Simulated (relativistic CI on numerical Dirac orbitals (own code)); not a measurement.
Line list: Electric-dipole lines, Tl⁵⁸⁺

These numbers are calculated, not measured: Dirac-Coulomb-Breit CI, KLI orbitals optimised for each configuration, QED by a radiative potential, unscaled Slater integrals (own radial code, finite nucleus).

CI space (outside the closed core [Ne]): 3s2.3p6.3d5, 3s2.3p5.3d6, 3s2.3p4.3d7, 3s.3p6.3d6, 3p6.3d7, 3s.3p5.3d7, 3s2.3p6.3d4.4s, 3s2.3p6.3d4.4p, 3s2.3p4.3d6.4s, 3s2.3p6.3d4.4d, 3s2.3p4.3d6.4p, 3s2.3p5.3d5.4s, 3s2.3p6.3d4.4f, 3s.3p5.3d6.4s, 3s2.3p5.3d5.4p, 3s.3p5.3d6.4p, 3s2.3p6.3d3.4s2, 3s.3p6.3d5.4s, 3s2.3p6.3d3.4s.4p, 3p6.3d6.4p. Levels of other configurations are missing.

```tsv
λ vac (Å)	Lower	Upper	A (s⁻¹)	log gf	S velocity/length
13.575	3s2.3p6.3d5 2I_13/2 [15]	3s2.3p5.3d6 2H°_11/2 [235]	9.79e+12	0.51	0.80
13.654	3s2.3p6.3d5 6S_5/2 [2]	3s2.3p5.3d6 4D°_7/2 [168]	2.77e+12	-0.21	0.91
13.698	3s2.3p6.3d5 2H_11/2 [4]	3s2.3p5.3d6 2G°_9/2 [171]	8.43e+12	0.38	0.82
13.707	3s2.3p5.3d6 4I°_15/2 [54]	3s2.3p4.3d7 4H_13/2 [360]	1.08e+13	0.63	0.84
13.746	3s2.3p6.3d5 2H_11/2 [30]	3s2.3p5.3d6 2H°_11/2 [286]	7.84e+12	0.43	0.90
13.802	3s2.3p6.3d5 2G_9/2 [6]	3s2.3p5.3d6 2G°_9/2 [171]	3.45e+12	-0.01	0.91
13.837	3s2.3p6.3d5 2F_7/2 [8]	3s2.3p5.3d6 2D°_5/2 [174]	7.41e+12	0.11	0.85
13.852	3s2.3p6.3d5 4G_7/2 [3]	3s2.3p5.3d6 4D°_7/2 [168]	3.46e+12	-0.10	0.90
14.088	3s2.3p6.3d5 2I_13/2 [15]	3s2.3p5.3d6 2I°_13/2 [206]	4.27e+12	0.25	0.88
23.637	3s2.3p6.3d5 4G_7/2 [3]	3s2.3p5.3d6 2D°_5/2 [83]	2.24e+12	0.05	0.73
23.736	3s2.3p6.3d5 2H_11/2 [4]	3s2.3p5.3d6 2G°_9/2 [82]	1.68e+12	0.15	0.70
23.799	3s2.3p6.3d5 2G_9/2 [6]	3s2.3p5.3d6 2F°_7/2 [84]	2.50e+12	0.23	0.70
23.812	3s2.3p6.3d5 4G_11/2 [13]	3s2.3p5.3d6 2H°_9/2 [122]	1.61e+12	0.14	0.71
23.947	3s2.3p6.3d5 2I_13/2 [15]	3s2.3p5.3d6 2H°_11/2 [125]	2.34e+12	0.38	0.68
23.979	3s2.3p6.3d5 2D_5/2 [1]	3s2.3p5.3d6 2P°_3/2 [46]	2.35e+12	-0.09	0.74
24.037	3s2.3p6.3d5 2D_5/2 [1]	3s2.3p5.3d6 2D°_5/2 [45]	2.61e+12	0.13	0.88
24.392	3s2.3p6.3d5 2H_11/2 [4]	3s2.3p5.3d6 2H°_11/2 [76]	2.10e+12	0.35	0.83
24.866	3s2.3p6.3d5 2G_9/2 [6]	3s2.3p5.3d6 2G°_9/2 [74]	9.36e+11	-0.06	0.91
25.129	3s2.3p6.3d5 2D_5/2 [1]	3s2.3p5.3d6 4D°_7/2 [43]	8.25e+11	-0.20	0.89
25.372	3s2.3p6.3d5 2I_13/2 [15]	3s2.3p5.3d6 2I°_13/2 [109]	1.12e+12	0.18	0.81
```

Terms are leading LS components. Brackets give the number of a level in order of energy, since labels repeat. The list gives strong lines, with weight on those to low levels, among the lowest 400 of 9879 levels, so that lines to higher ones, which can be the strongest, are missing. Levels whose partners in the same complex of configurations lie outside the list can be far off, and so can their lines. Rates are taken at the computed energies, electric ones in the length gauge. A velocity-to-length ratio far from 1 marks an uncertain rate.

At this charge energies of transitions that change n are usually good to better than 1 %, and those within a shell (Δn = 0) to a few per cent.

LS names give the leading component of a level, which can be under half, so a name can repeat, a term be missing and a line seem to break the LS rules.
